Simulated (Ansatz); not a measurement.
Ga$_{2}$H$_{6}$OSi, SMILES `[OH][Ga]([SiH3])[GaH2]`, relaxed with RKS PBE0-D4/def2-TZVP in the Gaussian-basis code of Ansatz from a GFN2-xTB geometry. The force threshold is 0.005 eV/Å; the program also tests the step.

Total charge 0; spin multiplicity 1.

Start:

```xyz
10

O     0.109   -0.498   -1.884
Ga    0.090   -0.156   -0.178
Si   -1.395    1.782    0.237
Ga    1.663   -1.885    0.994
H     0.101   -0.677   -2.820
H    -1.628    2.012    1.679
H    -0.826    3.032   -0.302
H    -2.722    1.602   -0.383
H     1.274   -3.452    1.478
H     3.333   -1.759    1.179
```

```json
{"step": "1", "energy (eV)": "-114760.2141", "largest force (eV/Å)": "0.862", "largest move (Å)": "0.000"}
{"step": "2", "energy (eV)": "-114760.4673", "largest force (eV/Å)": "0.397", "largest move (Å)": "0.195"}
{"step": "3", "energy (eV)": "-114760.4890", "largest force (eV/Å)": "0.138", "largest move (Å)": "0.113"}
{"step": "4", "energy (eV)": "-114760.4960", "largest force (eV/Å)": "0.140", "largest move (Å)": "0.074"}
{"step": "5", "energy (eV)": "-114760.4979", "largest force (eV/Å)": "0.141", "largest move (Å)": "0.027"}
{"step": "6", "energy (eV)": "-114760.5258", "largest force (eV/Å)": "0.339", "largest move (Å)": "0.117"}
{"step": "7", "energy (eV)": "-114760.5361", "largest force (eV/Å)": "0.405", "largest move (Å)": "0.026"}
{"step": "8", "energy (eV)": "-114760.5511", "largest force (eV/Å)": "0.421", "largest move (Å)": "0.031"}
{"step": "9", "energy (eV)": "-114760.5879", "largest force (eV/Å)": "0.779", "largest move (Å)": "0.084"}
{"step": "10", "energy (eV)": "-114760.6205", "largest force (eV/Å)": "3.249", "largest move (Å)": "0.197"}
{"step": "11", "energy (eV)": "-114760.8342", "largest force (eV/Å)": "0.933", "largest move (Å)": "0.200"}
{"step": "14", "energy (eV)": "-114760.8977", "largest force (eV/Å)": "0.107", "largest move (Å)": "0.100"}
{"step": "17", "energy (eV)": "-114760.9013", "largest force (eV/Å)": "0.013", "largest move (Å)": "0.029"}
{"step": "20", "energy (eV)": "-114760.9017", "largest force (eV/Å)": "0.045", "largest move (Å)": "0.053"}
{"step": "23", "energy (eV)": "-114760.9022", "largest force (eV/Å)": "0.074", "largest move (Å)": "0.026"}
{"step": "26", "energy (eV)": "-114760.9039", "largest force (eV/Å)": "0.076", "largest move (Å)": "0.108"}
{"step": "29 (rejected)", "energy (eV)": "-114760.9042", "largest force (eV/Å)": "0.159", "largest move (Å)": "0.144"}
{"step": "32", "energy (eV)": "-114760.9059", "largest force (eV/Å)": "0.036", "largest move (Å)": "0.048"}
{"step": "35", "energy (eV)": "-114760.9064", "largest force (eV/Å)": "0.020", "largest move (Å)": "0.025"}
{"step": "38", "energy (eV)": "-114760.9070", "largest force (eV/Å)": "0.048", "largest move (Å)": "0.050"}
{"step": "41", "energy (eV)": "-114760.9074", "largest force (eV/Å)": "0.014", "largest move (Å)": "0.028"}
{"step": "44", "energy (eV)": "-114760.9076", "largest force (eV/Å)": "0.015", "largest move (Å)": "0.015"}
{"step": "47", "energy (eV)": "-114760.9078", "largest force (eV/Å)": "0.011", "largest move (Å)": "0.002"}
{"step": "50", "energy (eV)": "-114760.9078", "largest force (eV/Å)": "0.007", "largest move (Å)": "0.015"}
{"step": "51", "energy (eV)": "-114760.9078", "largest force (eV/Å)": "0.004", "largest move (Å)": "0.008"}
```

End:

```xyz
10

O    -0.039   -0.969   -2.024
Ga    0.135   -0.340   -0.343
Si   -1.214    1.611    0.191
Ga    1.742   -1.691    0.959
H    -0.658   -0.474   -2.567
H    -2.132    1.316    1.329
H    -0.345    2.749    0.607
H    -2.043    2.064   -0.961
H     1.275   -2.927    1.817
H     3.278   -1.340    0.993
```

It took 73 s on 4 threads of an AMD EPYC 9R45 on a shared host, with 0.7 GiB of host memory at the peak.
